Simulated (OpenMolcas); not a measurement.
A run on Tc3+ among 5 point charges of -2 e arranged as a square pyramid (C4v), 2.14 Å from the ion, with the axial distance 1.947 Å.

```json
{
 "Program": "OpenMolcas 26.06",
 "Method": "SS-CASPT2, IPEA 0.25 Eh, imaginary shift 0.1 Eh (closed shells correlated: 4s 4p)",
 "Basis": "ANO-RCC-VTZP [7s6p4d2f1g]",
 "Scalar Hamiltonian": "DKH2, point nucleus",
 "Active space": "4 electrons in 5 orbitals (4d)",
 "State averaging": "2S+1 = 5 even, 5 roots; 2S+1 = 3 even, 45 roots; 2S+1 = 1 even, 50 roots",
 "Spin-orbit coupling": "RASSI with atomic mean-field integrals over the reference wave functions"
}
```

First CASPT2 step and the start of its output:

```
&CASPT2
Multistate=5 1 2 3 4 5
NoMult
Frozen=14
IPEA=0.25
Imaginary=0.1
MaxIter=60
WThr=0.0 0.3 0.05
PrWF=0.5
NoMix
```

```
--- CASPT2 ---
Orbital specifications:
      -----------------------

      Symmetry species                           1
                                                 a
      Frozen orbitals                           14
      Inactive orbitals                          4
      Active orbitals                            5
      Secondary orbitals                        45
      Deleted orbitals                           0
      Number of basis functions                 68
Type of calculation                        SS-CASPT2
      Fock operator                              state-specific
      IPEA shift                                 0.25
      Real shift                                 0.00
      Imaginary shift                            0.10
      The input orbitals will be transformed to quasi-canonical
Reference energy:       -4288.4270848217
      E2 (Non-variational):      -0.3165646100
      Shift correction:          -0.0001595621
      E2 (Variational):          -0.3167241721
      Total energy:           -4288.7438089939
      Residual norm:              0.0000006534
      Reference weight:           0.94352
      Contributions to the CASPT2 correlation energy
      Active & Virtual Only:         -0.0318928899
      One Inactive Excited:          -0.1449695873
      Two Inactive Excited:          -0.1397021328
Reference energy:       -4288.3966043196
      E2 (Non-variational):      -0.3159802214
      Shift correction:          -0.0001551225
      E2 (Variational):          -0.3161353440
      Total energy:           -4288.7127396636
      Residual norm:              0.0000006506
      Reference weight:           0.94416
      Contributions to the CASPT2 correlation energy
      Active & Virtual Only:         -0.0311452829
...
```

Over all roots the printed reference weights run from 0.14 to 0.94, and roots that are degenerate in the reference spread by up to 0.56 cm-1.

Did the run give usable levels, and if not, why?

No. The equations converged, but the reference weight falls to 0.14 for at least one root against 0.94 for the best. A drop of that size marks an intruder state, so the energies of such roots and the levels built on them can't be trusted.
